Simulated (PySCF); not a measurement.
Cl₂FHSSi. Atoms are numbered in the order given.

```xyz
6

F     -0.4665     0.4635     1.7461
Si    -0.0644     0.0608     0.2361
S      1.7746    -0.9888     0.1744
Cl    -1.5068    -1.1884    -0.4971
Cl    -0.0102     1.8183    -0.8192
H      2.4961     0.0896     0.5654
```

Coordinates come from a B3LYP-D3(BJ)/def2-SVP optimisation. This is a generated structure with no PubChem entry under its InChIKey; it may be hypothetical. The values are those of a single conformer.

The numbers are results of PySCF with B3LYP/pcSseg-1, not measurements.

GIAO shieldings, no solvent; atoms listed in one row are averaged. δ = σ(ref) − σ: ¹⁹F against CFCl3 (σ = 161.7 ppm); ²⁹Si against TMS (σ = 338.7 ppm); ³³S against H2S (σ = 695.8 ppm); ³⁵Cl against HCl (σ = 933.3 ppm); ¹H against TMS (σ = 31.68 ppm), references at their B3LYP-D3(BJ)/def2-TZVP geometries, non-relativistic (without spin–orbit terms, shifts of atoms bonded to Cl or Br come out too high).

Task: Estimate the chemical shifts. (An estimate is asked for; the answer gives what the named calculation found.)

Result: 
```json
[
 {"nucleus": "¹⁹F", "atoms": "F1", "count": "1", "δ (ppm)": "-87.1"},
 {"nucleus": "²⁹Si", "atoms": "Si2", "count": "1", "δ (ppm)": "14.9"},
 {"nucleus": "³³S", "atoms": "S3", "count": "1", "δ (ppm)": "90.7"},
 {"nucleus": "³⁵Cl", "atoms": "Cl5", "count": "1", "δ (ppm)": "161.9"},
 {"nucleus": "³⁵Cl", "atoms": "Cl4", "count": "1", "δ (ppm)": "130.0"},
 {"nucleus": "¹H", "atoms": "H6", "count": "1", "δ (ppm)": "1.81"}
]
```
